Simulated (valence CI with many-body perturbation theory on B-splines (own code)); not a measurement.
# Level structure of Ru³¹⁺

Level of theory: valence CI with perturbative core correlation (CI+MBPT): three valence electrons over a frozen Dirac-Fock core [Ne], a basis of 11 s, 11 p, 10 d, 8 f, 5 g, 2 h functions for each j, with the one-electron correlation potential Σ1, the two-electron term Σ2, the three-electron term Σ3, Breit, model QED; selected CI, second order for the rest, scaled by the run's own slope (own B-spline code, finite nucleus).

No measured spectrum was set against this ion. As an estimate, large intervals hold to a few tenths of a per cent, small ones and those within an open d or f shell to about a per cent.

Levels 136 to 154 of 154, with energies above the lowest level, 3s2 3p 2P°_1/2. "Leading %" is the weight of the configuration and term that name the level; weights of strongly mixed levels are sums over their largest components and can fall short, so below about 35 % the name and the second component can differ from the true leading terms, or belong to a minority configuration. Lifetimes count E1, E2, E3, M1 and M2 decay at the calculated energies, and are blank where another channel may lead or the interval is too uncertain; long ones can be off by a factor of two.

```tsv
No.	Configuration	Term	J	E (eV)	Leading %	Lifetime	g	Second component
136	3d3	2H	9/2	597.76	60	5.74 ps	1.049	28 % 3d3 4F
137	3d3	2G	7/2	597.89	86	5.05 ps	0.930	11 % 3d3 4F
138	3d3	4P	5/2	600.40	92	3.96 ps	1.563	7 % 3d3 2D
139	3d3	2H	11/2	602.38	100	7.19 ps	1.087	
140	3d3	2D	3/2	602.73	51	4.17 ps	1.145	35 % 3d3 4P
141	3d3	2P	1/2	604.44	79	4.02 ps	1.061	20 % 3d3 4P
142	3d3	2G	9/2	605.72	60	6.74 ps	1.068	30 % 3d3 2H
143	3d3	2D	5/2	606.71	91	4.50 ps	1.205	4 % 3d3 4P
144	3d3	2F	7/2	610.67	96	5.10 ps	1.131	
145	3d3	2F	5/2	610.73	89	4.66 ps	0.893	9 % 3d3 2D
146	3d3	2P	3/2	611.08	61	4.79 ps	1.200	28 % 3d3 2D
147	3d3	2D	3/2	625.09	98	4.51 ps	0.800	
148	3d3	2D	5/2	625.38	88	4.54 ps	1.177	8 % 3d3 2F
149	3s2 4s	2S	1/2	807.04	98	210 fs	2.000	
150	3s2 4p	2P°	1/2	841.19	96	868 fs	0.665	
151	3s2 4p	2P°	3/2	853.18	94	896 fs	1.335	
152	3s 3p 4s	4P°	1/2	872.61	91	262 fs	2.498	7 % 3s 3p 4s 2P°
153	3s 3p 4s	4P°	3/2	877.93	78	249 fs	1.644	19 % 3s 3p 4s 2P°
154	3s 3p 4s	2P°	1/2	883.12	94	286 fs	0.758	5 % 3s 3p 4s 4P°
```

Names give the largest LS component (configuration and term), which can be under half, so a name can repeat, a term be missing and a line seem to break the LS rules; names also repeat where a configuration has a term twice.
